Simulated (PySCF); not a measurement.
Species: C₆H₆ClFO.
SMILES: `C/C=C(C=O)/C(Cl)=C/F`

Level of theory: PySCF, TDDFT CAM-B3LYP/def2-SVPD, vertical, gas phase, core orbitals frozen in the response. The structure is a single GFN2-xTB conformer in the gas phase; no vibrational or solvent corrections. Torsions of this conformer, `[CH3:1]/[CH:2]=[C:3]([CH:4]=[O:5])/[C:6]([Cl:7])=[CH:8]/[F:9]`: C2–C3–C4–O5 177°, C2–C3–C6–Cl7 14°.

Each state is given a Gaussian of 0.4 eV full width at half maximum, with ε(max) = 2.175×10⁸ f / Δν̃ (Δν̃ the width in cm⁻¹). The width is an assumption, not a result. The curve ends short of the highest state used, and states not computed would add to its high-energy end.

(λ (nm), ε (L mol⁻¹ cm⁻¹)): (197.5, 29164), (202.6, 17020), (207.8, 6428), (213.0, 2262), (218.2, 694), (223.4, 148), (228.6, 21), (233.7, 4), (238.9, 28), (244.1, 210), (249.3, 994), (254.5, 3059), (259.7, 6428), (264.8, 9572), (270.0, 10642), (275.2, 9031), (280.4, 6026), (285.6, 3247), (290.7, 1473), (295.9, 562), (301.1, 195), (306.3, 77), (311.5, 50), (316.7, 47), (321.8, 45), (327.0, 40), (332.2, 32), (337.4, 23), (342.6, 15), (347.8, 9), (352.9, 5), (358.1, 2), (363.3, 1), (368.5, 1), (373.7, 0), (378.9, 0)

Task: Locate the maxima and give the states behind the curve.

Result: 269 nm (4.60 eV), ε about 11000, made up of S2 (100%) (ε in L mol⁻¹ cm⁻¹; maxima over ε = 5, shares over 10%). At its high-energy end, 6.28 eV, the curve is still rising (ε about 29000, from S5 and S6). The states used: S1 3.87 eV (f 0.0007); S2 4.60 eV (f 0.158); S3 5.92 eV (f 0.022); S4 6.08 eV (f 0.028); S5 6.30 eV (f 0.340); S6 6.41 eV (f 0.096); S7 6.60 eV (f 0.056); S8 6.88 eV (f 0.0089).

Task: On this curve, what absorbance would a 10⁻³ mol/L sample give at 248 nm over a 1 cm path?

Result: 248 nm is 4.999 eV, where ε is about 700 L mol⁻¹ cm⁻¹, so A = ε c l ≈ 0.7 (Beer–Lambert, with the gas-phase spectrum and the assumed width).

Task: Coming from long wavelengths, where does ε first pass 100 L mol⁻¹ cm⁻¹?

Result: At about 305 nm (4.07 eV), 0.20 eV above S1.

Task: What would ε be at 4.60 eV, the highest of these maxima, with half the width (0.2 eV)?

Result: About 21300 L mol⁻¹ cm⁻¹ against 10700, a factor of about 2.00; a lone state at its own centre would give exactly 2.
